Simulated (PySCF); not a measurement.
Isomers of C4H13PSi2, from PBE0-D3(BJ)/def2-SVP geometry optimisation, gas phase (PySCF). One conformer each, no zero-point energy, no frequencies.

**Question.** Which is lower in electronic energy at this level?
A. `[CH2:1]=[C:2]([CH3:3])[SiH2:4][PH:5][SiH2:6][CH3:7]` with C1–C2–Si4–P5 -8°, C2–Si4–P5–Si6 178°, Si4–P5–Si6–C7 169°: A = 4286, B = 558.4, C = 506.9 MHz, dipole 0.71 D
B. `[CH3:1][Si@@H:2]1[CH2:3][CH2:4][CH2:5][Si@@H:6]1[PH2:7]` with C5–Si6–P7–H -179° and 87°, C1–Si2–C3–C4 -90°, Si2–C3–C4–C5 -53°, C3–C4–C5–Si6 54°, C4–C5–Si6–P7 81°: A = 1704, B = 1206, C = 891.6 MHz, dipole 0.63 D

**Answer.** B. That is `C[Si@@H]1CCC[Si@@H]1P`, 20.9 kcal/mol below the other.

| SMILES | mapped SMILES | E (Eh) | relative (kcal/mol) | relative (kJ/mol) | dipole (D) |
| --- | --- | --- | --- | --- | --- |
| C[Si@@H]1CCC[Si@@H]1P | [CH3:1][Si@@H:2]1[CH2:3][CH2:4][CH2:5][Si@@H:6]1[PH2:7] | -1079.66752 | 0.0 | 0.0 | 0.63 |
| C=C(C)[SiH2]P[SiH2]C | [CH2:1]=[C:2]([CH3:3])[SiH2:4][PH:5][SiH2:6][CH3:7] | -1079.63423 | 20.9 | 87.4 | 0.71 |

As drawn, the lower has an Si–Si bond, which the higher lacks; the higher has a C=C bond outside aromatic rings, which the lower lacks.
